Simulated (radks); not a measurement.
Results of a calculation; reference values are marked as such.
Problem. All-electron atom: Ta9+ in [Kr] 4d10 4f(5/2: 5, 7/2: 7) 5s2 5p(1/2: 2, 3/2: 2) (not the ground configuration). Code: a radial shooting solver on a logarithmic mesh with Libxc functionals. Model: Dirac Kohn-Sham, PBE, spin-unpolarised, spherical densities, finite nucleus; Fermi nuclear charge, rms radius 5.3507 fm.

Spin-orbit splittings of the eigenvalues, e(l+1/2) - e(l-1/2), with zeta = 2 splitting/(2l+1) and mean radii in bohr:

shell  occ.  splitting (eV)  zeta (eV)  <r> j=l-1/2  <r> j=l+1/2
2p        6            1270      846.7      0.06487      0.07272
3p        6           273.4      182.3       0.1942       0.2088
3d       10           59.55      23.82       0.1829       0.1874
4p        6               ?          ?       0.4623       0.4944
4d       10           11.84      4.737       0.5104       0.5212
4f       12           2.226     0.6361       0.5797       0.5865
5p        4           12.04      8.023        1.088        1.154

Estimate the 4p splitting.

Solution. 63.70 eV (zeta = 42.47 eV).
